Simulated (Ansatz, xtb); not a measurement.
**Two isomers of C5H11ClO**

Structure a is `C[C@H](Cl)C[C@@H](C)O`, a singlet and structure b is `CC(C)(CO)CCl`, a singlet. Both are isolated molecules in the gas phase, relaxed with r2SCAN-D4/def2-SVP; each stands in its lowest conformer found.

a (Å):

```csv
atom,x (Å),y (Å),z (Å)
C,0.8964,0.7231,2.9321
C,-0.1921,0.8784,1.8908
C,0.2309,0.5404,0.4667
C,1.4090,1.3752,-0.0250
C,1.6834,1.1474,-1.5047
Cl,-1.5998,-0.2025,2.3296
O,1.0858,2.7344,0.2393
H,1.6894,1.4649,2.7446
H,0.4972,0.8978,3.9413
H,1.3352,-0.2871,2.9021
H,-0.6008,1.8981,1.9179
H,0.4960,-0.5292,0.4077
H,-0.6300,0.7009,-0.2043
H,2.3136,1.0813,0.5518
H,1.9123,0.0899,-1.7110
H,2.5460,1.7466,-1.8415
H,0.8055,1.4404,-2.1020
H,1.8179,3.2787,-0.0779
```

b (Å):

```
atom    x (Å)    y (Å)    z (Å)
   C  -1.2659  -0.3558   0.9203
   C  -0.2154   0.3549   0.0651
   C   1.0722  -0.4728   0.0039
   C  -0.7852   0.5348  -1.3604
   C   0.0642   1.7633   0.5968
  Cl   0.8079   1.7791   2.2435
   O   0.0876   1.1915  -2.2510
   H  -1.4712  -1.3661   0.5309
   H  -2.2159   0.2046   0.9327
   H  -0.9167  -0.4525   1.9594
   H   1.4868  -0.6262   1.0111
   H   1.8491   0.0349  -0.5926
   H   0.8767  -1.4624  -0.4421
   H  -1.6995   1.1517  -1.3131
   H  -1.0890  -0.4634  -1.7404
   H   0.8210   0.5925  -2.4414
   H  -0.8687   2.3419   0.6757
   H   0.7540   2.2951  -0.0729
```

Which of the two would you expect CCSD(T)/def2-SVP + ΔMP2/def2-TZVPP electronic energies to favour?

Structure a; the calculation gives E(b) − E(a) = +2.3 kcal/mol.

Level by level:

| level | geometry | E(b) − E(a) (kcal/mol) | departure from the last row (kcal/mol) | job, with rough time for the two |
| --- | --- | --- | --- | --- |
| GFN2-xTB | GFN2-xTB | +1.1 | −1.1 | optimisation, 0.19 s |
| HF/STO-3G | GFN2-xTB | +3.8 | +1.6 | single point, 0.46 s |
| r2SCAN-D4/def2-SVP//GFN2-xTB | GFN2-xTB | +2.6 | +0.3 | single point, 5.1 s |
| r2SCAN-D4/def2-SVP | r2SCAN-D4/def2-SVP | +2.8 | +0.5 | optimisation, 47 s |
| HF/def2-SVP | r2SCAN-D4/def2-SVP | +4.7 | +2.4 | part of the CCSD(T) run |
| MP2/def2-SVP | r2SCAN-D4/def2-SVP | +1.8 | −0.5 | part of the CCSD(T) run |
| CCSD(T)/def2-SVP | r2SCAN-D4/def2-SVP | +2.2 | −0.1 | single point |
| CCSD(T)/def2-SVP + ΔMP2/def2-TZVPP | r2SCAN-D4/def2-SVP | +2.3 |  | single point, 2.1 min |

As drawn, both hold the same kinds of bond in the same numbers.

None of the levels shown reverses the order. The largest departure from CCSD(T)/def2-SVP + ΔMP2/def2-TZVPP is that of HF/def2-SVP, 2.4 kcal/mol. The last row adds to CCSD(T) the change of the MP2 difference between the two basis sets, here +0.1 kcal/mol.

With thermal terms from frequencies at re-optimised GFN2-xTB minima (ideal gas, soft modes damped towards free rotors, one conformer each, 298.15 K, 1 atm): the zero-point term adds +0.1 kcal/mol; ΔH is +2.3 and ΔG +2.7 kcal/mol.

The correlated steps freeze 11 core orbitals. Mirror images aren't counted in ΔG. Programs: Ansatz 0.2.0, xtb 6.7.1; the last row on 4 threads of Arm Neoverse V1 on a shared host.
